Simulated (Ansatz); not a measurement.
System: diisocyanatosilane, C$_{2}$H$_{2}$N$_{2}$O$_{2}$Si, charge 0, multiplicity 1. 
Geometry from a B3LYP-D3(BJ)/def2-TZVP (Ansatz, a first-principles code) optimisation:
```xyz
9

O     -2.9947     1.1583     0.7579
C     -2.1687     0.3710     0.5183
N     -1.3396    -0.4577     0.2867
Si     0.0445    -1.3168    -0.2116
N      1.3637    -0.2557    -0.4014
C      2.1340     0.6565    -0.3532
O      2.9038     1.5318    -0.3256
H     -0.2313    -1.9517    -1.5085
H      0.3752    -2.3061     0.8242
```

Dipole moments at this geometry, in debye (magnitudes).

```tsv
level	program	dipole (D)
PBE/def2-TZVPD	Ansatz	2.13
r2SCAN/def2-TZVPD	Ansatz	2.17
r2SCANh/def2-TZVPD	Ansatz	2.22
HSE06/def2-TZVPD	Ansatz	2.27
wB97M-V/def2-TZVPD	Ansatz	(withheld)
CCSD(T)/aug-cc-pV(D+d)Z	Ansatz	(withheld)
```

**Question.** Fill in the missing entries.

**Answer.** 
- wB97M-V/def2-TZVPD, dipole (D): 2.22
- CCSD(T)/aug-cc-pV(D+d)Z, dipole (D): 2.28
